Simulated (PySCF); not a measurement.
State search for InCl⁺

Unrestricted PBE0; basis In x2c-SVPall, Cl x2c-SVPall; spin-free X2C with a Gaussian nucleus; PySCF 2.14. Outer shells of the fragments: In+ 4d10 5s2; Cl 3s2 3p5.

Followed along the bond (rough minima from three points):

```tsv
2Ms+1	unpaired	⟨S²⟩ at the start	R at minimum (Å)	Te (eV)
2	σ ↑	0.76	2.34	0.00
2	π ↑	0.75	3.13	0.40
4	σ ↑, π ↑↑	3.75	2.72	5.08
```

Solutions found at the starting distance of 2.460 Å, counted from the lowest of them; the search is not exhaustive and high or unbound solutions are not listed, so other states can lie among these:

```
2Ms+1   unpaired   term  E (eV)  ⟨S²⟩  ⟨Lz²⟩  μ (D)
    2        σ ↑    ²Σ⁺    0.00  0.76   0.00  -3.18
    2        π ↑     ²Π    0.99  0.75   1.01   0.93
    2        π ↑     ²Π    5.03  0.89   1.00  -2.40
    4  σ ↑, π ↑↑  mixed    5.13  3.75   2.01   1.41
    4  σ ↑, π ↑↑  mixed    5.25  3.75   2.01   1.44
    4  σ ↑↑, π ↑     ⁴Π    6.83  3.75   1.00   0.13
```

A term symbol is given only where ⟨S²⟩ and ⟨Lz²⟩ are close to those of a pure state; real π, δ and φ orbitals otherwise mix terms. A positive dipole points towards Cl; it is taken about the centre of mass and depends on that origin.

**Question.** Compare the gap between the two lowest followed solutions at the starting distance with the gap between their minima.

**Answer.** At PBE0 the second solution (doublet, unpaired electrons π ↑) lies +0.99 eV from the first (doublet, unpaired electrons σ ↑) at 2.460 Å and +0.40 eV at the minima; the two curves relax by different amounts, since their minima lie near 3.13 and 2.34 Å.

Spin–orbit coupling is left out. Counting both spins, an empty level lies below a filled one in some of these solutions, because spin and occupation are held.
